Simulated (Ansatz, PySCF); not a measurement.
System: sum formula SiBrCl, net charge 0, singlet state. 
Structure (B3LYP-D3(BJ)/def2-TZVP (Ansatz, a quantum-chemistry and plane-wave program) minimum search):
SMILES: Cl[Si]Br
```xyz
3

Si     0.3791     0.3746     1.0903
Cl     1.1144     1.8306    -0.2184
Br    -0.6929    -1.0390    -0.3300
```
Charge 0, spin multiplicity 1.

Total electronic energies in hartree. Cores are frozen in the correlated levels unless marked. Spin-orbit coupling is left out. The frozen core is the preceding noble-gas configuration, with the filled d and f shells of earlier blocks. No relativistic terms. CBS(X,Y): correlation extrapolated as X^-3; Hartree-Fock from the larger set. [CCSD(T)-MP2]/basis is that difference in the basis named.

The Hartree-Fock reference is unstable (checked in the largest basis), which strains HF and MP2. 

```csv
level,program,energy (Eh)
RI-HF/def2-TZVPPD,Ansatz,-3320.93734
revPBE-D3(BJ)/def2-TZVPD,Ansatz + dftd3,-3323.58257
BP86/def2-TZVPD,PySCF,…
TPSS-D3(BJ)/def2-TZVPD,PySCF + dftd3,-3323.88930
HSE06-D4/def2-TZVPD,Ansatz + dftd4,…
CAM-B3LYP-D4/def2-TZVPD,Ansatz + dftd4,-3324.08303
CAM-B3LYP/def2-TZVPD,Ansatz,-3324.07959
LC-wPBE-D4/def2-TZVPD,Ansatz + dftd4,-3323.35232
B2PLYP-D3(BJ)/def2-TZVPD,Ansatz + dftd3,-3323.27446
MP2/6-31G,Ansatz,-3320.56484
SCS-MP2/6-31G*,Ansatz,-3320.87223
CCSD/def2-TZVPP,Ansatz,-3321.41824
CCSD(T)/def2-SVP,Ansatz,-3320.72784
"RI-MP2/CBS(def2-TZVPP,def2-QZVPP)+[CCSD(T)-MP2]/def2-SVP",Ansatz,-3321.5734
"CCSD(T)/CBS(def2-TZVPP,def2-QZVPP)",Ansatz,-3321.5914
```

Q: What belongs in the gaps?

A: 
- BP86/def2-TZVPD, energy (Eh): -3324.28414
- HSE06-D4/def2-TZVPD, energy (Eh): -3323.36040
